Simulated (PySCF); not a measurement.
PySCF input file for C₂H₉FSi₃, SMILES F[C@H]1C[SiH2][Si@@H]1[SiH3], PBE-D3(BJ)/def2-SVP. The structure is a stationary point at PBE-D3(BJ)/def2-SVP. The structure was generated by enumeration; whether it is a known compound was not checked.

```python
import numpy as np
from pyscf import gto, scf, dft, df
from pyscf.hessian import thermo

mol = gto.M(
    atom='''
    F    -0.89738704   -0.91522165   -2.20616983
    C    -0.82394697   -0.06423970   -1.10991327
    C    -2.11173735   -0.02473937   -0.26427659
    Si   -1.32904390    0.56885845    1.39664335
    Si    0.47047692   -0.47861146    0.30300463
    Si    2.64743179    0.37357892    0.11744987
    H    -0.59924561    0.96237914   -1.48714428
    H    -2.95379684    0.53826070   -0.71718289
    H    -2.45060183   -1.06965196   -0.08809786
    H    -1.22366854    2.06628153    1.50023728
    H    -1.95585028    0.01629963    2.64512525
    H     0.45405249   -1.96238000    0.57213445
    H     2.56837580    1.83576454   -0.23417761
    H     3.37955336    0.23007549    1.42531809
    H     3.42766329   -0.33972275   -0.95491442
    ''',
    basis='def2-SVP',
    charge=0,
    spin=0,
    max_memory=1600,
    verbose=3,
)
mf = dft.RKS(mol, xc='pbe').density_fit(auxbasis='def2-universal-jkfit')
mf.disp = 'd3bj'
mf.grids.level = 3
mf.conv_tol = 1e-11
mf.max_cycle = 100
mf.kernel()

# analytic Hessian; the response equations are solved on a coarser grid
h, args, fine = mf.Hessian(), (mf.mo_energy, mf.mo_coeff, mf.mo_occ), mf.grids
h.max_memory = max(150, 2.5e-5 * df.make_auxmol(mol, mf.with_df.auxbasis).nao * mol.nelec[0] * (mol.nelec[0] + mol.nao))  # MB; small integral blocks
h1ao = h.make_h1(mf.mo_coeff, mf.mo_occ)
mf.grids = dft.Grids(mol).set(level=1).build(with_non0tab=True)
mo1, mo_e1 = h.solve_mo1(*args, h1ao)
mf.grids = fine
hess = h.hess_elec(*args, mo1, mo_e1, h1ao) + h.hess_nuc()
if mf.do_disp():
    hess += h.get_dispersion()
for i in range(mol.natm):  # the analytic DFT Hessian lacks the response of the grid: restore translational invariance
    hess[i, i] -= hess[i].sum(axis=0)
hess = (hess + hess.transpose(1, 0, 3, 2)) / 2
vib = thermo.harmonic_analysis(mol, hess, imaginary_freq=False)
thermo.dump_normal_mode(mol, vib)
th = thermo.thermo(mf, vib['freq_au'][vib['freq_au'] > 0], 298.15, 101325)
thermo.dump_thermo(mol, th)
g0 = mf.nuc_grad_method().set(verbose=0).kernel()

# dipole derivatives [dipole axis, atom, xyz] from the same response
r, irp = mol.intor('int1e_r'), mol.intor('int1e_irp').reshape(3, 3, mol.nao, mol.nao)
sl, dm0, ok = mol.aoslice_by_atom(), np.array(mf.make_rdm1()), []
dmu = np.einsum('a,xt->xat', mol.atom_charges(), np.eye(3))
for a, (_, _, p0, p1) in enumerate(sl):
    dmu[:, a] += 2 * np.einsum('xtij,ij->xt', irp[:, :, :, p0:p1], dm0.reshape(-1, mol.nao, mol.nao).sum(0)[:, p0:p1])
    for u, c, occ, f in [(mo1, mf.mo_coeff, mf.mo_occ, 4)]:
        dmu[:, a] -= f * np.einsum('tui,xuv,vi->xt', u[a], r, c[:, occ > 0], optimize=True)
L = vib['norm_mode']
ir = 974.8801 * (np.einsum('xat,kat->kx', dmu, L) ** 2).sum(1)       # km/mol
apt = np.einsum('xax->a', dmu) / 3
print('mode   freq/cm-1   IR/(km/mol)')
for k, w in enumerate(vib['freq_wavenumber']):
    print(f'{k + 1:4d} {w:11.2f} {ir[k]:13.3f}')
print('max |gradient| / (hartree/bohr):', abs(g0).max())
print('APT charges:', apt.round(4))
```

Output:

```
[...]
       6   H                 0.01  0.00  0.00    0.01 -0.00  0.00   -0.46  0.06 -0.02
       7   H                 0.00  0.00  0.00   -0.01 -0.00  0.01    0.25  0.02 -0.26
       8   H                 0.00 -0.00 -0.01    0.01 -0.00 -0.01   -0.12  0.16  0.36
       9   H                 0.02  0.00 -0.02    0.03  0.01 -0.09   -0.06 -0.01 -0.03
      10   H                 0.01 -0.02 -0.01   -0.00 -0.09 -0.04    0.12  0.09  0.11
      11   H                -0.02  0.00  0.03   -0.03 -0.01 -0.02    0.03 -0.00  0.06
      12   H                 0.20  0.13  0.53    0.27 -0.11 -0.47    0.00 -0.00 -0.01
      13   H                -0.17  0.66  0.16   -0.31  0.06  0.20   -0.03 -0.00  0.02
      14   H                -0.30 -0.10 -0.17   -0.17  0.51 -0.46   -0.01  0.01 -0.02
Mode                                24                  25                  26
Irrep
Freq [cm^-1]                     1028.1045           1039.4266           1100.3319
Reduced mass [au]                   1.9240              2.8398              1.8769
Force const [Dyne/A]                1.1982              1.8077              1.3389
Char temp [K]                    1479.2135           1495.5035           1583.1327
Normal mode                   x     y     z       x     y     z       x     y     z
       0   F                 0.01  0.05  0.06    0.01 -0.05 -0.06    0.02  0.05  0.04
       1   C                -0.10 -0.10 -0.06   -0.13  0.04  0.14   -0.04 -0.09 -0.09
       2   C                 0.05 -0.00 -0.09    0.09  0.03 -0.00   -0.00  0.05  0.12
       3  Si                -0.01  0.01  0.01   -0.00  0.00 -0.01    0.00  0.00 -0.01
       4  Si                 0.01  0.01  0.00    0.00  0.00 -0.00    0.00 -0.00  0.01
       5  Si                -0.00  0.00  0.00   -0.00 -0.00  0.00    0.00  0.00 -0.00
       6   H                 0.33 -0.15  0.05    0.01  0.00  0.16   -0.03 -0.14 -0.22
       7   H                -0.20  0.10  0.50    0.09 -0.00 -0.04    0.09 -0.19 -0.37
       8   H                 0.15 -0.03 -0.04    0.27 -0.09 -0.41    0.09 -0.09 -0.47
       9   H                 0.05  0.00  0.03    0.04 -0.01  0.09    0.01 -0.00  0.02
      10   H                 0.03 -0.00  0.02    0.04  0.02  0.01   -0.01 -0.01 -0.02
      11   H                -0.08 -0.02 -0.08    0.00  0.00 -0.02   -0.02 -0.01 -0.03
      12   H                -0.00  0.00  0.00    0.00 -0.00 -0.00   -0.00 -0.00 -0.00
      13   H                 0.01 -0.00 -0.00    0.02  0.01 -0.01   -0.02 -0.01  0.01
      14   H                -0.01 -0.01  0.00    0.00  0.00  0.00   -0.00  0.00 -0.00
Mode                                27                  28                  29
Irrep
Freq [cm^-1]                     1194.0123           1304.0333           1377.2880
Reduced mass [au]                   1.3139              1.1706              1.1114
Force const [Dyne/A]                1.1037              1.1728              1.2421
Char temp [K]                    1717.9178           1876.2136           1981.6108
Normal mode                   x     y     z       x     y     z       x     y     z
       0   F                -0.00  0.02 -0.00   -0.00 -0.02  0.01   -0.00  0.00 -0.01
       1   C                 0.08 -0.07  0.06    0.02 -0.03 -0.09    0.00  0.02  0.04
       2   C                -0.02  0.05 -0.05    0.01  0.04  0.01    0.08  0.01 -0.01
       3  Si                 0.00  0.00  0.00    0.00  0.00  0.00    0.00  0.00 -0.00
       4  Si                -0.00 -0.01 -0.00    0.00  0.00  0.00   -0.00 -0.00 -0.00
       5  Si                -0.00 -0.00  0.00   -0.00  0.00 -0.00    0.00 -0.00  0.00
       6   H                -0.68 -0.01 -0.20   -0.18  0.36  0.78    0.02 -0.06 -0.13
       7   H                -0.22  0.02  0.30   -0.13 -0.14  0.02   -0.36 -0.51  0.12
       8   H                 0.24 -0.06 -0.19   -0.02  0.01 -0.16   -0.63  0.20 -0.18
       9   H                -0.01  0.00  0.00   -0.00  0.00 -0.01    0.00 -0.00  0.00
      10   H                -0.02 -0.01 -0.01   -0.00  0.00 -0.00    0.00  0.00 -0.00
      11   H                 0.03  0.01  0.04   -0.01 -0.01 -0.02    0.01  0.01  0.01
      12   H                 0.00 -0.00 -0.00   -0.00  0.00 -0.00   -0.00 -0.00  0.00
      13   H                 0.01  0.01 -0.00   -0.00 -0.00  0.00    0.00  0.00 -0.00
      14   H                -0.00  0.00 -0.00   -0.00 -0.00 -0.00   -0.00  0.00 -0.00
Mode                                30                  31                  32
Irrep
Freq [cm^-1]                     2139.4647           2148.3490           2157.9947
Reduced mass [au]                   1.0405              1.0200              1.0318
Force const [Dyne/A]                2.8062              2.7736              2.8311
Char temp [K]                    3078.2134           3090.9959           3104.8740
Normal mode                   x     y     z       x     y     z       x     y     z
       0   F                 0.00  0.00  0.00   -0.00 -0.00 -0.00   -0.00 -0.00  0.00
       1   C                -0.00 -0.00 -0.00    0.00  0.00  0.00    0.00  0.00 -0.00
       2   C                 0.00  0.00  0.00   -0.00  0.00 -0.00   -0.00 -0.00 -0.00
       3  Si                 0.00  0.00 -0.00   -0.00  0.00  0.00   -0.00  0.02  0.02
       4  Si                -0.00 -0.03  0.01    0.00  0.01 -0.00    0.00 -0.00 -0.00
       5  Si                -0.00  0.00 -0.00   -0.02 -0.01  0.00    0.00 -0.00 -0.00
       6   H                 0.00 -0.01  0.01   -0.00  0.00 -0.00    0.00  0.00 -0.00
       7   H                 0.00  0.00 -0.00   -0.00 -0.00  0.00   -0.00  0.00  0.00
       8   H                 0.00 -0.00  0.00    0.00  0.00  0.00    0.00  0.00  0.00
       9   H                -0.00 -0.07 -0.01   -0.01 -0.11 -0.01   -0.07 -0.86 -0.05
      10   H                -0.02 -0.02  0.04    0.03  0.03 -0.06    0.18  0.18 -0.36
      11   H                 0.01  0.93 -0.17   -0.01 -0.17  0.03   -0.00 -0.00  0.00
      12   H                -0.01 -0.01  0.00   -0.04  0.57 -0.14    0.00 -0.01  0.00
      13   H                 0.07 -0.01  0.14    0.24 -0.06  0.46   -0.03  0.01 -0.06
      14   H                 0.08 -0.08 -0.12    0.28 -0.27 -0.40   -0.08  0.07  0.11
Mode                                33                  34                  35
Irrep
Freq [cm^-1]                     2164.2010           2165.0463           2176.9198
Reduced mass [au]                   1.0512              1.0511              1.0512
Force const [Dyne/A]                2.9009              2.9028              2.9352
Char temp [K]                    3113.8034           3115.0196           3132.1029
Normal mode                   x     y     z       x     y     z       x     y     z
       0   F                -0.00  0.00  0.00    0.00  0.00  0.00    0.00  0.00  0.00
       1   C                 0.00 -0.00 -0.00   -0.00 -0.00 -0.00   -0.00  0.00  0.00
       2   C                 0.00  0.00  0.00    0.00  0.00  0.00   -0.00 -0.00 -0.00
       3  Si                 0.00 -0.00 -0.00    0.00  0.00 -0.00   -0.01 -0.03  0.02
       4  Si                 0.00 -0.00 -0.00    0.00 -0.00  0.00    0.00 -0.00  0.00
       5  Si                 0.01 -0.02 -0.03    0.01 -0.03  0.02    0.00 -0.00  0.00
       6   H                 0.00 -0.00  0.00   -0.00 -0.00  0.00    0.00 -0.00 -0.00
       7   H                 0.00  0.00  0.00    0.00  0.00 -0.00   -0.00  0.00  0.00
       8   H                 0.00 -0.00  0.00    0.00 -0.00 -0.00   -0.00 -0.00  0.00
       9   H                 0.00  0.06  0.00    0.00  0.01 -0.00    0.02  0.44  0.04
      10   H                -0.02 -0.02  0.04   -0.04 -0.04  0.09    0.36  0.32 -0.72
      11   H                -0.00  0.05 -0.01    0.00  0.13 -0.02    0.00  0.08 -0.02
      12   H                -0.01  0.27 -0.08   -0.03  0.71 -0.17   -0.00  0.05 -0.01
      13   H                 0.27 -0.06  0.46   -0.29  0.05 -0.53   -0.02  0.00 -0.04
      14   H                -0.40  0.36  0.54   -0.07  0.06  0.11   -0.01  0.01  0.02
Mode                                36                  37                  38
Irrep
Freq [cm^-1]                     2934.1920           2978.5294           3046.8173
Reduced mass [au]                   1.0840              1.0593              1.1051
Force const [Dyne/A]                5.4986              5.5370              6.0443
Char temp [K]                    4221.6490           4285.4407           4383.6917
Normal mode                   x     y     z       x     y     z       x     y     z
       0   F                 0.00 -0.00 -0.00   -0.00 -0.00 -0.00   -0.00 -0.00  0.00
       1   C                -0.02 -0.07  0.03    0.00  0.01 -0.00    0.00  0.01 -0.00
       2   C                 0.00  0.01 -0.00    0.05  0.04  0.01   -0.04  0.07 -0.03
       3  Si                -0.00 -0.00  0.00   -0.00  0.00 -0.00    0.00  0.00  0.00
       4  Si                -0.00 -0.00  0.00    0.00  0.00 -0.00    0.00  0.00  0.00
       5  Si                -0.00 -0.00  0.00   -0.00 -0.00  0.00    0.00  0.00 -0.00
       6   H                 0.19  0.87 -0.34   -0.01 -0.06  0.02   -0.01 -0.06  0.02
       7   H                 0.01 -0.01  0.01   -0.41  0.30 -0.23    0.59 -0.40  0.32
       8   H                -0.02 -0.08  0.01   -0.23 -0.74  0.13   -0.17 -0.50  0.08
       9   H                 0.00  0.00 -0.00   -0.00 -0.00 -0.00   -0.00 -0.00 -0.00
      10   H                -0.00  0.00  0.00   -0.00 -0.00  0.00   -0.00 -0.00 -0.00
      11   H                -0.00  0.01 -0.00   -0.00 -0.00  0.00   -0.00 -0.00  0.00
      12   H                 0.00  0.00 -0.00   -0.00  0.00 -0.00   -0.00 -0.00  0.00
      13   H                 0.00  0.00 -0.00    0.00  0.00  0.00   -0.00 -0.00  0.00
      14   H                 0.00  0.00 -0.00    0.00 -0.00 -0.00   -0.00 -0.00  0.00
temperature 298.1500 [K]
pressure 101325.00 [Pa]
Rotational constants [GHz] 2.21512 1.23493 0.86432
Symmetry number 1
Zero-point energy (ZPE) 0.09474 [Eh]   248730.825 [J/mol]
                           tot       elec      trans        rot        vib
Entropy [J/mol/K]       404.171      0.000    170.047    122.585    111.539
Cv [J/mol/K]            150.552      0.000     12.472     12.472    125.609
Cp [J/mol/K]            158.867      0.000     20.786     12.472    125.609
Internal energy [J/mol]                      3718.434   3718.434 266973.330
Internal energy [Eh]   -1048.75227  -1048.85679
Enthalpy [J/mol]                             6197.391   3718.434 266973.330
Enthalpy [Eh]          -1048.75132
Gibbs free energy [J/mol]                  -44502.047 -32830.239 233717.960
Gibbs free energy [Eh] -1048.79722
mode   freq/cm-1   IR/(km/mol)
   1       72.22         0.379
   2       79.44         0.158
   3       89.91         0.436
   4      129.38         2.696
   5      238.64         1.228
   6      310.38         2.534
   7      360.35         1.510
   8      375.02         0.155
   9      412.31        20.287
  10      433.88         7.407
  11      487.48         3.912
  12      510.37         4.838
  13      543.03         0.956
  14      604.48        29.331
  15      635.69        65.261
  16      664.62         6.156
  17      692.35        93.098
  18      697.04        53.162
  19      801.23       161.239
  20      836.53       129.592
  21      898.33        88.029
  22      899.27        28.989
  23      901.14        36.841
  24      956.75        20.961
  25     1028.10        11.972
  26     1039.43        45.395
  27     1100.33        68.447
  28     1194.01         4.458
  29     1304.03         9.542
  30     1377.29         6.165
  31     2139.46        41.895
  32     2148.35        66.958
  33     2157.99        65.700
  34     2164.20        83.990
  35     2165.05        79.213
  36     2176.92        97.450
  37     2934.19        16.819
  38     2978.53         7.934
  39     3046.82         9.376
max |gradient| / (hartree/bohr): 0.0002033275466445673
APT charges: [-0.5234  0.4028 -0.2965  0.6984  0.4234  0.657  -0.0403 -0.0122  0.0178
 -0.2212 -0.2267 -0.2125 -0.2122 -0.2214 -0.2329]
```

The run converged.

Cost: roughly 5 core-minutes.
